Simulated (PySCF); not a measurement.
Molecule: C2H9FSi2, SMILES F[SiH2]CC[SiH3], singlet. Atoms near the plane z = 0.0 Å, at the PBE0/def2-SVP optimised geometry (x, y, z in Å): Si1 (0.5, -2.2, 0.0), C2 (-0.1, -0.4, 0.0), H6 (2.0, -2.2, 0.0), H9 (-1.2, -0.4, 0.0), H10 (0.2, 0.1, -0.9), H14 (0.0, 2.9, 0.0).

Calculation: PBE0/def2-TZVP (PySCF). Cells within 0.4 Å of a nucleus heavier than hydrogen are left out (blank, or x). The values are rescaled to run from 0 to 1.

```
|1111111111222222222222222222222|
|1111111111222222222222222222222|
|1111111111222222222222222222222|
|1111111111222223322222222222222|
|1111111111223357532222222222222|
|1111100011234699963222222222222|
|1111000001246999994332222222222|
|1110000001358999994333322222222|
|1110000001369999974333332222222|
|1110000001379999964333332222222|
|1111000001369999854433333222222|
|1111000001357998654433333222222|
|1111110111345677654433333222222|
|1111111112345799965433333222222|
|1111111223579999995433333222222|
|1111122236999999997433332222222|
|11112223499999xx997433322222222|
|12222223489999xx998543222222222|
|2222222345999999999853222222222|
|2222222234567999999985432222222|
|2222222233447999999999953222222|
|2222222223358999xx9999993222222|
|2222222223358999xx9999993222222|
|2222222222347999999999952222222|
|2222222222235899999985422222222|
|2222222222223489999953222222222|
|2222222222222345787532222222222|
|2222222222222223444332222222222|
|2222222222222222233222222222222|
|2222222222222222222222222222222|
|2222222222222222222222222222222|
```
Scale: ten equal steps from 0.000 (start of '0') to 1.00 (end of '9'), in the order '0123456789'; x runs from -5.00 to 5.00, y from -5.00 (bottom) to 5.00 (top).

Question: Which quantity is mapped?
A) Laplacian of the electron density
B) electrostatic potential
C) electron localisation function
D) deformation density (molecule minus spherical neutral atoms)

Answer: B, electrostatic potential. In full: electrostatic potential (hartree/e), clipped to [-0.08, 0.12].
